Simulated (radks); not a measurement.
Spherical quantum dot in the effective-mass picture: electrons in a well V = -V0 / (1 + exp((r - R)/a)) with V0 = 26.5, R = 2.19, a = 0.094, with a point charge +2 (a donor) at the centre, all in effective atomic units (hartree* = m*/eps^2 hartree, bohr* = eps/m* bohr), one dielectric constant everywhere. Method: non-relativistic Kohn-Sham, exchange-only LDA, spin-polarised, spherical densities; computed with a radial shooting solver with Libxc functionals. Levels are named by radial order and angular momentum (1s, 1p, 1d, 2s, ...), and open shells are averaged over m. Results are scaled to m* = 0.086 and eps = 16.5, for which hartree* = 8.596 meV and bohr* = 10.15 nm.

N = 30, configuration 1s2 1p6 1d10 2s2 1f(up 7, down 3). This is the lowest configuration that the search found. Occupied and some empty levels:

| level | occupation | eigenvalue (meV) | <r> (nm) |
|---|---|---|---|
| 1s up | 1 | -80.006 | 13.11 |
| 1s down | 1 | -79.462 | 12.95 |
| 1p up | 3 | -73.532 | 15.31 |
| 1p down | 3 | -72.837 | 15.27 |
| 1d up | 5 | -65.022 | 16.14 |
| 1d down | 5 | -64.282 | 16.13 |
| 2s up | 1 | -61.752 | 9.622 |
| 2s down | 1 | -61.466 | 9.728 |
| 1f up | 7 | -53.969 | 16.76 |
| 1f down | 3 | -53.206 | 16.75 |
| 1g up | 0 | -40.550 | 17.26 |
| 1g down | 0 | -39.777 | 17.26 |
| 2p up | 0 | -39.151 | 12.00 |
| 2p down | 0 | -38.786 | 12.00 |
| 2d up | 0 | -20.538 | 13.48 |
| 2d down | 0 | -20.086 | 13.47 |

Energy (meV): total -4127.86, kinetic 770.81, external -7002.2, Hartree 2281.5, exchange-correlation -177.93.
